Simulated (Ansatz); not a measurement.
**quartet Si₂F₂(+) in separate pieces: levels of theory in one basis**

```xyz
4

F     0.0000    0.0000    0.7103
F     0.0000    0.0000   -0.7103
Si   21.0000   17.0000   20.1301
Si   21.0000   17.0000   17.8699
```

Basis set: cc-pVTZ on F; cc-pV(T+d)Z on Si (spherical functions). Correlated methods keep 12 orbitals frozen. Correlation on ROHF uses semicanonical orbitals with singles. Charge 1, multiplicity 4.

Computed with Ansatz (development build ahead of 0.2.0); each method stands on the lowest determinant of its kind that the runs found.

```
  method  E − E(ROHF) (eV)  <S²> of the determinant
    ROHF              0.00                     3.75
     UHF             -0.38                     4.15
ROHF-MP2            -18.07                        –
```

Question: What does UHF-MP2 give on the same scale?

Answer: -16.81 eV.

Question: Is a single determinant a sound starting point here?

Answer: It is doubtful. Unrestricted orbitals lower Hartree–Fock by 0.38 eV and <S²> is 4.15 where a pure state has 3.75, a sign of strong static correlation.

Caution for UHF, UHF-MP2: the unrestricted determinant is spin contaminated.
